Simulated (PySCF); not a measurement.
Computed spin Hamiltonian

C₉H₉ (doublet state).
Atom-mapped SMILES: `[CH2:1][c:2]1[cH:3][cH:4][cH:5][c:6]([CH:7]=[CH2:8])[cH:9]1` (hydrogens: H10, H11 on C1; H12 on C3; H13 on C4; H14 on C5; H15 on C7; H16, H17 on C8; H18 on C9)

Structure used (GFN2-xTB), in Å, numbered top down from 1:
```
atom  x, y, z in Å
C1    -2.8204   -0.9794   -0.6149
C2    -1.6769   -0.2579   -0.3421
C3    -1.7058    1.1587   -0.2119
C4    -0.5563    1.8589    0.0556
C5     0.6599    1.2049    0.2103
C6     0.7365   -0.1919    0.0958
C7     1.9887   -0.9252    0.2569
C8     3.1641   -0.4213    0.6108
C9    -0.4194   -0.8983   -0.1802
H10   -2.7939   -2.0494   -0.7130
H11   -3.7708   -0.4925   -0.7377
H12   -2.6490    1.6711   -0.3299
H13   -0.5923    2.9354    0.1487
H14    1.5480    1.7804    0.4166
H15    1.9116   -1.9893    0.0681
H16    4.0347   -1.0468    0.7085
H17    3.3132    0.6237    0.8206
H18   -0.3807   -1.9747   -0.2738
```

The hyperfine couplings belong to this conformer and change with its torsions.

Computed, not measured: UKS B3LYP, pcH-1 on C H, non-relativistic, mean-field spin-orbit, GIAO (PySCF). Isolated species at its GFN2-xTB geometry (one conformer only). The geometry wasn't refined by DFT: couplings that depend on bond lengths, twists or pyramidal angles can differ widely from those at the functional's own minimum. Stability of the SCF solution: not tested. ⟨S²⟩ is 0.786 where a pure state has 0.75.

```json
{
 "g1, g2, g3": "2.00218, 2.00279, 2.00282",
 "g_iso": "2.00260",
 "Form of g": "close to axial: the two nearest values differ by 5 % of g3 − g1",
 "⟨S²⟩": "0.7864 (exact 0.7500)",
 "α and β electrons": "32, 31",
 "Total energy": "-348.34016 Eh",
 "Basis functions": "315"
}
```

Isotropic coupling and dipolar principal values T1 to T3, in mT; ρ(0) is the spin density at the nucleus (MHz turned into mT with g_iso):

```csv
atom,isotope,a_iso,T1,T2,T3,Mulliken spin population,ρ(0) (bohr⁻³)
C1,13C,2.11,-2.05,-2.01,4.07,0.75,0.0527
C2,13C,-1.50,-0.76,0.30,0.45,-0.20,-0.0373
C3,13C,0.92,-0.74,-0.73,1.47,0.27,0.0229
C4,13C,-0.82,-0.59,0.26,0.33,-0.14,-0.0205
C5,13C,0.97,-0.87,-0.81,1.68,0.32,0.0242
C6,13C,-0.81,-0.56,0.26,0.31,-0.13,-0.0202
C7,13C,0.23,-0.09,-0.06,0.15,0.04,0.0057
C8,13C,-0.18,-0.31,0.14,0.16,-0.06,-0.0045
C9,13C,0.86,-0.67,-0.67,1.34,0.25,0.0213
H10,1H,-1.61,-0.95,-0.03,0.98,-0.03,-0.0101
H11,1H,-1.61,-0.95,-0.03,0.98,-0.03,-0.0101
H12,1H,-0.62,-0.25,-0.08,0.33,-0.01,-0.0039
H13,1H,0.25,-0.09,-0.04,0.13,0.01,0.0016
H14,1H,-0.71,-0.43,0.00,0.44,-0.01,-0.0045
H15,1H,-0.09,-0.03,-0.02,0.05,0.00,-0.0006
H16,1H,0.13,-0.05,-0.02,0.07,0.00,0.0008
H17,1H,0.12,-0.10,-0.03,0.13,0.00,0.0008
H18,1H,-0.56,-0.22,-0.08,0.30,-0.01,-0.0035
```

The largest Mulliken spin populations are on C1 (+0.75), C5 (+0.32), C3 (+0.27) and C9 (+0.25). Four atoms exceed +0.15. The positive populations add up to 1.64 and the negative ones to -0.64, together 2S = 1. The angles at C1 add up to 360.0°, so it is planar; its axial dipolar tensor and the negative couplings of its protons fit spin in a p orbital normal to that plane.

Axes: g1 is normal to the molecular plane and g3 points within 2° of the C3–C4 bond.

Under fast tumbling the dipolar parts average out, and these isotropic splittings remain (the largest six): 1 × 1H (H10, I = 1/2, 2 lines) with 1.61 mT, 1 × 1H (H11, I = 1/2, 2 lines) with 1.61 mT, 1 × 1H (H14, I = 1/2, 2 lines) with 0.71 mT, 1 × 1H (H12, I = 1/2, 2 lines) with 0.62 mT, 1 × 1H (H18, I = 1/2, 2 lines) with 0.56 mT and 1 × 1H (H13, I = 1/2, 2 lines) with 0.25 mT.

H10 and H11 aren't averaged: C1 is flat or nearly so (angle sum 360°), and its turn about the short C1–C2 bond (1.38 Å) is taken as slow.

The 13C coupling of C1 (59.3 MHz) shows only in satellite lines or after enrichment, since that isotope makes up about 1.07 % of natural carbon.
